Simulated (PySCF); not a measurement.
Compound: C₆H₅BO₂.
SMILES with atom numbers: `[BH:1]1[O:2][c:3]2[cH:4][cH:5][cH:6][cH:7][c:8]2[O:9]1`

NICS = −σ at a ghost point: NICS(0) at the centroid of the ring atoms, NICS(1) 1 Å to either side along the normal of their mean plane, zz for the tensor component along that normal. Level: GIAO PBE/pcSseg-1 (PySCF, non-relativistic, gas phase) on the PBE0-D3(BJ)/def2-SVP geometry, one conformer.

Ring bond lengths (Å): B1–O2 1.379, O2–C3 1.366, C3–C8 1.396, C8–O9 1.366, O9–B1 1.379; C3–C4 1.384, C4–C5 1.400, C5–C6 1.399, C6–C7 1.400, C7–C8 1.384, C8–C3 1.396.

**Question.** Give the NICS values of each ring in ppm.

**Answer.** 
```json
{"ring": "B1–O2–C3–C8–O9", "type": "5-membered ring with B and 2 O; formal bonds 1 aromatic, 4 single", "NICS(0)": "-6.5", "NICS(1), two faces": "-5.9 / -5.9", "NICS(1)zz, two faces": "-13.4 / -13.4", "rms pucker (Å)": "0.00", "centre to ring atoms, mean (Å)": "1.17"}
{"ring": "C3–C4–C5–C6–C7–C8", "type": "6-membered carbocycle; formal bonds all aromatic", "NICS(0)": "-10.6", "NICS(1), two faces": "-11.4 / -11.4", "NICS(1)zz, two faces": "-28.2 / -28.2", "rms pucker (Å)": "0.00", "centre to ring atoms, mean (Å)": "1.39"}
```

**Question.** What do they say, and how far can they be read as aromaticity?

**Answer.** 
- B1–O2–C3–C8–O9: mean NICS(1)zz -13.4 ppm, shielded.
- C3–C4–C5–C6–C7–C8: mean NICS(1)zz -28.2 ppm, shielded, aromatic by this magnetic criterion (flat ring, no four-coordinate atom), though in fused rings the probe also feels the neighbouring ring.

**Question.** How equal are the bonds by HOMA? HOMA = 1 − mean of α(R − Ropt)² over the ring bonds, with Krygowski's 1993 parameters (CC: Ropt 1.388 Å, α 257.7 Å⁻²).

**Answer.** 
- C3–C4–C5–C6–C7–C8: HOMA 0.98 = 1 − EN − GEO, with mean bond length 1.394 Å, EN = α(Ropt − mean)² = 0.008 and GEO = α × variance = 0.013. The geometric and the magnetic index point the same way.

**Question.** List the ring angles.

**Answer.** 
- B1–O2–C3–C8–O9: B1 111.3°, O2 105.6°, C3 108.8°, C8 108.8°, O9 105.5°; sum 540.0° against 540° for a flat convex ring.
- C3–C4–C5–C6–C7–C8: C3 121.9°, C4 116.6°, C5 121.5°, C6 121.5°, C7 116.6°, C8 122.0°; sum 720.0° against 720° for a flat convex ring.

**Question.** How shielded are the nuclei of the rings and their hydrogens (means over atoms taken as equivalent)?

**Answer.** 
```csv
atoms,environment,σ isotropic (ppm),"principal values of the symmetric part, first atom (ppm)"
B1,ring boron,69.7,"57.2, 65.5, 86.4"
O2 (×2),ring oxygen,90.1,"-57.6, 61.8, 266.1"
C3 (×2),aromatic carbon bearing oxygen,28.5,"-43.3, 21.3, 107.7"
C4 (×2),aromatic CH carbon,65.2,"-13.0, 43.7, 164.8"
C5 (×2),aromatic CH carbon,54.3,"-48.3, 41.8, 169.2"
H on B1,B–H hydrogen,26.24,"23.0, 26.0, 29.7"
H on C4 (×2),aromatic hydrogen,23.88,"20.0, 24.9, 26.8"
H on C5 (×2),aromatic hydrogen,23.97,"20.3, 25.0, 26.6"
```

**Question.** How do the values depend on the level or the medium?

**Answer.** 
```csv
level,"NICS(0), B1–O2–C3–C8–O9","mean NICS(1)zz, B1–O2–C3–C8–O9","NICS(0), C3–C4–C5–C6–C7–C8","mean NICS(1)zz, C3–C4–C5–C6–C7–C8"
"PBE/pcSseg-1, gas",-6.5,-13.4,-10.6,-28.2
"PBE0/pcSseg-1, gas",-6.4,-12.6,-11.1,-29.1
```

The geometry is the same throughout.
